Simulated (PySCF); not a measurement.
# Spectroscopy problems

- PBE0/pcSseg-1 with gauge-including orbitals
- geometry: GFN2-xTB
- run in PySCF 2.14
- non-relativistic Hamiltonian, in vacuum, equivalent nuclei averaged, one computed conformer

Chemical shifts δ = σref − σ; $^{1}$H (31.72 ppm) and $^{13}$C (186.93 ppm) against TMS, all at this level. Splittings of carbon signals by F and P are missing where no couplings were computed. Where no couplings were computed, multiplicities follow the n + 1 count of equivalent neighbours, and m marks all less simple cases (inequivalent or close neighbours, rings, F or P nearby). Shifts are as computed. Against solution values, carbons near 30 ppm lie about +3 ppm off and those near 130 ppm about +5 ppm. Of 1309 compounds with measured shifts, 239 miss one by over three times the rms of a fit or turn the order of signals round; such compounds aren't used in these exercises.

Task: C7H10F2O2. $^{1}$H NMR (600 MHz, computed): δ 6.48 (m, 1H), 3.79 (m, 1H), 3.18 (m, 1H), 2.96 (m, 1H), 2.15 (m, 1H), 1.98 (m, 1H), 1.57 (m, 1H), 1.36 (m, 1H), 1.32 (m, 1H), 1.29 (m, 1H). $^{13}$C{$^{1}$H} NMR (computed): δ 127.4 (CH), 79.8 (CH), 52.1 (CH), 51.1 (CH), 32.1 (CH2), 29.3 (CH2), 17.5 (CH2). What is it?

Result: SMILES FC(F)O[C@@H]1CCC[C@H]2O[C@@H]12. The formula gives 2 degrees of unsaturation (2 rings in the answer). 7 carbon signals for 7 carbons: no two carbons are equivalent. Carbon types of the structure: 4 × CH, 3 × CH2, which accounts for all hydrogens. δC 127.4: sp3 CH bonded to 2 F and O; 3 electronegative neighbours deshield it. δC 79.8: sp3 CH bonded to O; deshielded by the electronegative neighbour. δC 52.1, 51.1: epoxide ring carbon; pulled downfield by the heteroatom. δC 32.1, 29.3, 17.5: sp3 CH2 in a ring; saturated and bonded to C and H only.

The shifts were computed for this structure.

Task: C5H7F3O. $^{1}$H NMR (400 MHz, computed): δ 6.57 (m, 1H), 4.58 (m, 1H), 3.81 (m, 1H), 1.55 (m, 1H), 1.31 (d, 3H). $^{13}$C{$^{1}$H} NMR (computed): δ 126.2 (CH), 79.3 (CH), 61.5 (CH), 23.6 (CH), 10.7 (CH3). What is it?

Result: `F[C@@H]1[C@@H](C)[C@H]1OC(F)F`. Rings plus π bonds: 1 (1 ring in the answer). 5 carbon signals for 5 carbons: no two carbons are equivalent. Carbon types of the structure: 4 × CH, 1 × CH3, which accounts for all hydrogens. δC 126.2: sp3 CH bonded to 2 F and O; 3 electronegative neighbours deshield it. δC 79.3, 61.5, 23.6: three-membered-ring carbon. δC 10.7: methyl carbon; a saturated carbon with 1 carbon neighbour and no heteroatom attached. δH 6.57: hydrogen on an sp3 CH bonded to 2 F and O; its carbon carries F and O, hence the downfield position.

The shifts were computed for this structure.
